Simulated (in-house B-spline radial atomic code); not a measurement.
**Binding energies in neutral sulfur**

NIST's tabulated ground configuration is [Ne] 3s2 3p4; each binding energy is the energy of the ion with one electron taken from that subshell, relaxed, less that of the parent. Computed with a radial B-spline atomic code at the basis-set limit: Dirac-Kohn-Sham PBE0, spherical fractional occupations, Fermi nucleus of rms radius 3.2611 fm. Energies include first-order Breit, QED and recoil terms.

Caution: exact exchange at fractional occupations of open shells leaves self-interaction of up to several eV.

| subshell | X-ray name | binding energy (eV) | -ε (eV) | relaxation (eV) |
| --- | --- | --- | --- | --- |
| 1s | K | 2506.8 | 2432.8 | -75.9 |
| 2s | L1 | 233.7 | 221.0 | -12.8 |
| 2p3/2 | L3 | 178.7 | 163.0 | -15.7 |
| 2p1/2 | L2 | 178.4 | 164.3 | -14.1 |
| 3s | M1 | 24.07 | 19.42 | -4.66 |
| 3p | M2,3 | 12.14 | 7.58 | -4.56 |

Relaxation = -ε minus the binding energy without Breit, QED and recoil terms. With a density functional, K lines can miss by some tenths of a per cent, more in light atoms. For a density functional the relaxation so defined is negative, because -ε of a Kohn-Sham level is smaller than the binding energy.

Emission lines follow as differences of binding energies, with λ = 12398.42 eV·Å / E:

```json
{"line": "K-L3", "holes": "1s → 2p3/2", "energy (eV)": "2328.1", "wavelength (Å)": "5.3256"}
{"line": "K-L2", "holes": "1s → 2p1/2", "energy (eV)": "2328.4", "wavelength (Å)": "5.3249"}
{"line": "L3-M1", "holes": "2p3/2 → 3s", "energy (eV)": "154.6", "wavelength (Å)": "80.181"}
```

Q: What screening constant σ does Moseley's law, E = (3/4)·13.6057 eV·(Z - σ)², need for K-L3?

A: σ = 0.90.

Q: What does it cost to remove both a 2s and a 3s electron?

A: 272.31 eV, which is 14.53 eV more than the two single binding energies together.

Q: What does it cost to remove both a 2p1/2 and a 3p electron?

A: 203.86 eV, which is 13.36 eV more than the two single binding energies together.

Q: What does it cost to remove both a 2p3/2 and a 2p1/2 electron?

A: 394.59 eV, which is 37.5 eV more than the two single binding energies together.
